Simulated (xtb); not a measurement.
CH$_{3}$Cl$_{3}$Si, charge -1, doublet, geometry from GFN2-xTB (a state made from the parent by changing its charge; the spin is typed, not shown lowest); GFN1-xTB (xtb).

xtb was given this input:
```
$ xtb coord --gfn 1 --chrg -1 --uhf 1 --json

# file coord
$coord
     -3.5543217872      -0.4618479310       0.3743639672  c
     -0.0586491999       0.4335235442       0.4568141164  si
      1.7816338848      -1.7620396547      -2.2285134086  cl
     -0.5868487788       3.9179172256      -2.1821829932  cl
      0.8604250913      -2.2380429573       3.8378775544  cl
     -3.8224435375      -2.4352373523       0.8826678103  h
     -4.6190684323       0.6801794230       1.7084338694  h
     -4.3500419001      -0.1463729889      -1.4947626876  h
$end
```

What does xtb print? Leave out banner, timings and long lists.


```
   ID    Z sym.   atoms
    1    6 c      1
    2   14 si     2
    3   17 cl     3-5
    4    1 h      6-8

           -------------------------------------------------
          |                Calculation Setup                |
           -------------------------------------------------

           -------------------------------------------------
          |                 G F N 1 - x T B                 |
           -------------------------------------------------

          ...................................................
          :                      SETUP                      :
          :.................................................:
          :  # basis functions                  50          :
          :  # atomic orbitals                  46          :
          :  # shells                           20          :
          :  # electrons                        33          :
          :  # halogen bonds                     0          :
          :  max. iterations                   250          :
          :  Hamiltonian                  GFN1-xTB          :
          :  restarted?                      false          :
          :  GBSA solvation                  false          :
          :  PC potential                    false          :
          :  electronic temp.          300.0000000     K    :
          :  accuracy                    1.0000000          :
          :  -> integral cutoff          0.2500000E+02      :
          :  -> integral neglect         0.1000000E-07      :
          :  -> SCF convergence          0.1000000E-05 Eh   :
          :  -> wf. convergence          0.2000000E-04 e    :
          :  Broyden damping             0.4000000          :
          :  net charge                         -1          :
          :  unpaired electrons                  1          :
          ...................................................

 iter      E             dE          RMSdq      gap      omega  full diag
   1    -18.7738819 -0.187739E+02  0.692E+00    3.95       0.0  T
   2    -18.7794395 -0.555753E-02  0.423E+00    3.90       1.0  T
   3    -18.7789065  0.532962E-03  0.401E-01    3.88       1.0  T
   4    -18.7799619 -0.105533E-02  0.136E-01    3.87       1.0  T
   5    -18.7800345 -0.726787E-04  0.217E-02    3.88       1.6  T
   6    -18.7800360 -0.143524E-05  0.823E-03    3.88       4.3  T
   7    -18.7800361 -0.157500E-06  0.329E-03    3.88      10.8  T
   8    -18.7800362 -0.403500E-07  0.131E-04    3.88     270.4  T
   9    -18.7800362 -0.354738E-10  0.544E-05    3.88     649.8  T

   *** convergence criteria satisfied after 9 iterations ***

         :::::::::::::::::::::::::::::::::::::::::::::::::::::
         ::                     SUMMARY                     ::
         :::::::::::::::::::::::::::::::::::::::::::::::::::::
         :: total energy             -18.710306519446 Eh    ::
         :: gradient norm              0.015333055840 Eh/a0 ::
         :: HOMO-LUMO gap              3.877888906395 eV    ::
         ::.................................................::
         :: SCC energy               -18.780036162388 Eh    ::
         :: -> electrostatic           0.087648979108 Eh    ::
         :: repulsion energy           0.073791370185 Eh    ::
         :: dispersion energy         -0.004061727244 Eh    ::
         :: halogen bond corr.         0.000000000000 Eh    ::
         :: add. restraining           0.000000000000 Eh    ::
         :: total charge              -1.000000000000 e     ::
         :::::::::::::::::::::::::::::::::::::::::::::::::::::

           -------------------------------------------------
          |                Property Printout                |
           -------------------------------------------------

    * Orbital Energies and Occupations

         #    Occupation            Energy/Eh            Energy/eV
      -------------------------------------------------------------
         1        2.0000           -0.7363738             -20.0378
       ...           ...                  ...                  ...
         5        2.0000           -0.4065752             -11.0635
         6        2.0000           -0.3608173              -9.8183
         7        2.0000           -0.3556237              -9.6770
         8        2.0000           -0.3406573              -9.2698
         9        2.0000           -0.3293895              -8.9631
        10        2.0000           -0.3233841              -8.7997
        11        2.0000           -0.3226385              -8.7794
        12        2.0000           -0.3091678              -8.4129
        13        2.0000           -0.3088481              -8.4042
        14        2.0000           -0.3036386              -8.2624
        15        2.0000           -0.2972231              -8.0879
        16        2.0000           -0.2775686              -7.5530
        17        1.0000           -0.1496756              -4.0729 (HOMO)
        18                         -0.0071658              -0.1950 (LUMO)
        19                          0.0340374               0.9262
        20                          0.0442141               1.2031
        21                          0.0840026               2.2858
        22                          0.0926329               2.5207
        23                          0.0947574               2.5785
        24                          0.1299388               3.5358
        25                          0.1324675               3.6046
        26                          0.1333217               3.6279
        27                          0.1409590               3.8357
        28                          0.1499836               4.0813
       ...                                ...                  ...
        46                          1.0473857              28.5008
      -------------------------------------------------------------
                  HL-Gap            0.1425098 Eh            3.8779 eV
             Fermi-level           -0.1460214 Eh           -3.9734 eV

  Mulliken/CM5 charges         n(s)   n(p)   n(d)
     1c    -0.15565 -0.26717   0.999  3.156  0.000
     2si    0.30555  0.17046   1.307  1.552  0.836
     3cl   -0.24103 -0.20131   1.901  5.341 -0.001
     4cl   -0.47459 -0.45415   1.934  5.538  0.002
     5cl   -0.47561 -0.45529   1.934  5.539  0.002
     6h     0.01653  0.07208   0.983  0.000  0.000
     7h     0.00807  0.06315   0.992  0.000  0.000
     8h     0.01672  0.07223   0.983  0.000  0.000

Wiberg/Mayer (AO) data.
largest (>0.10) Wiberg bond orders for each atom

 ---------------------------------------------------------------------------
     #   Z sym  total        # sym  WBO       # sym  WBO       # sym  WBO
 ---------------------------------------------------------------------------
     1   6 c    3.952 --     2 si   0.998     6 h    0.960     7 h    0.959
                             8 h    0.959
     2  14 si   3.992 --     3 cl   1.205     1 c    0.998     4 cl   0.839
                             5 cl   0.837
     3  17 cl   1.270 --     2 si   1.205
     4  17 cl   0.912 --     2 si   0.839
     5  17 cl   0.911 --     2 si   0.837
     6   1 h    1.014 --     1 c    0.960
     7   1 h    1.018 --     1 c    0.959
     8   1 h    1.014 --     1 c    0.959
 ---------------------------------------------------------------------------

Topologies differ in total number of bonds
Writing topology from bond orders to xtbtopo.mol

 dipole moment from electron density (au)
     X       Y       Z
  -0.6601  -0.3407  -0.1993  total (Debye):    1.955

           -------------------------------------------------
          | TOTAL ENERGY              -18.710306519446 Eh   |
          | GRADIENT NORM               0.015333055840 Eh/α |
          | HOMO-LUMO GAP               3.877888906395 eV   |
           -------------------------------------------------

normal termination of xtb
```
